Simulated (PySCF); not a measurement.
# Adding and removing an electron: AsO

PBE0; PySCF, no relativity, basis sets As def2-TZVPPD, O def2-TZVPPD. Neutral (UKS): doublet (π ↑), Re = 1.615 Å, ωe = 1033 cm⁻¹, De = 4.77 eV, HOMO -5.87 eV, LUMO -3.60 eV.

AsO⁺ (UKS): singlet (closed shell), Re = 1.558 Å, ωe = 1185 cm⁻¹, De = 6.29 eV to As⁺ + O. The energies at the minima are -2310.73375 hartree for AsO and -2310.42348 for AsO⁺.

**Question.** Work out the adiabatic ionisation energy, without and with harmonic zero-point energies (1 hartree = 27.2114 eV, 1 eV = 8065.5 cm⁻¹), and the change of the bond length.

**Answer.** At PBE0: 0.31027 hartree = 8.443 eV between the minima; the zero-point term (1185.0 − 1033.0)/2 cm⁻¹ = +0.009 eV makes it 8.452 eV. Re changes by -5.7 pm against the neutral. The electron leaves a π orbital, and the shorter bond of the ion fits an antibonding orbital, or a change in how ionic the bond is.

AsO⁻ (UKS): triplet (π ↑↑), Re = 1.688 Å, ωe = 858 cm⁻¹, De = 4.77 eV to As + O⁻. The energies at the minima are -2310.73375 hartree for AsO and -2310.78467 for AsO⁻.

**Question.** Work out the adiabatic electron affinity, without and with harmonic zero-point energies (1 hartree = 27.2114 eV, 1 eV = 8065.5 cm⁻¹), and the change of the bond length.

**Answer.** At PBE0: 0.05092 hartree = 1.386 eV between the minima; the zero-point term (1033.0 − 858.0)/2 cm⁻¹ = +0.011 eV makes it 1.396 eV. Re changes by +7.3 pm against the neutral. The electron enters a π orbital, and the longer bond of the ion fits an antibonding orbital, or a change in how ionic the bond is.

Spin–orbit coupling is left out. For an ion De counts to the pair picked by the measured ionisation energies or electron affinities, which need not be the lowest pair at this level. The highest Kohn–Sham level is positive in this anion. Much of that is self-interaction error, but it also means that the finite basis helps to hold the extra electron. States were picked by a PBE0 search and need not be the measured ground states.
